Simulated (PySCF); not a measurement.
Compound: C6H9N.
SMILES: `C[C@@H]1C[C@]1(C)C#N`

The closed-shell SCF was solved with PySCF and density fitting under several settings on one GFN2-xTB geometry (grid level 2 and gas phase unless stated).

```json
{"settings": "PBE0/6-311+G(2d,p), fitting basis def2-universal-jkfit, energy threshold 1e-11 Eh", "basis functions": "243", "SCF cycles": "13", "E (Eh)": "-288.5006", "HOMO (eV)": "-8.14", "LUMO (eV)": "0.15", "dipole (D)": "4.33"}
{"settings": "B97-D/6-311G**, energy threshold 1e-07 Eh", "basis functions": "180", "SCF cycles": "9", "E (Eh)": "-288.6168", "HOMO (eV)": "-6.79", "LUMO (eV)": "0.07", "dipole (D)": "4.09"}
{"settings": "PBE0/def2-SVP, energy threshold 1e-07 Eh", "basis functions": "143", "SCF cycles": "8", "E (Eh)": "-288.2132", "HOMO (eV)": "-8.07", "LUMO (eV)": "1.16", "dipole (D)": "4.03"}
{"settings": "B97-2/pcSseg-1, energy threshold 1e-07 Eh", "basis functions": "164", "SCF cycles": "8", "E (Eh)": "-288.6337", "HOMO (eV)": "-7.89", "LUMO (eV)": "0.92", "dipole (D)": "4.20"}
```

Problem. Estimate the row for these settings: PBE0/6-31++G**, grid level 3, start guess vsap.

Solution. 
```tsv
settings	basis functions	SCF cycles	E (Eh)	HOMO (eV)	LUMO (eV)	dipole (D)
PBE0/6-31++G**, grid level 3, start guess vsap	180	14	-288.4380	-8.10	-0.14	4.33
```

Problem. Over all rows, what range does the HOMO–LUMO gap span?

Solution. From 6.86 eV (B97-D/6-311G**, energy threshold 1e-07 Eh) to 9.23 eV (PBE0/def2-SVP, energy threshold 1e-07 Eh). The functional of the narrowest has no exact exchange, that of the widest 25 % exact exchange.

Problem. Compare two rows with the functional PBE0: PBE0/def2-SVP, energy threshold 1e-07 Eh and PBE0/6-31++G**, grid level 3, start guess vsap. Which energy is lower, and by how much?

Solution. PBE0/6-31++G**, grid level 3, start guess vsap (180 functions) lies 0.2248 Eh or 141 kcal/mol below PBE0/def2-SVP, energy threshold 1e-07 Eh (143 functions).

B97-D ran without the empirical dispersion term, which would shift the total energy alone. All basis functions are spherical, in the Pople sets too.
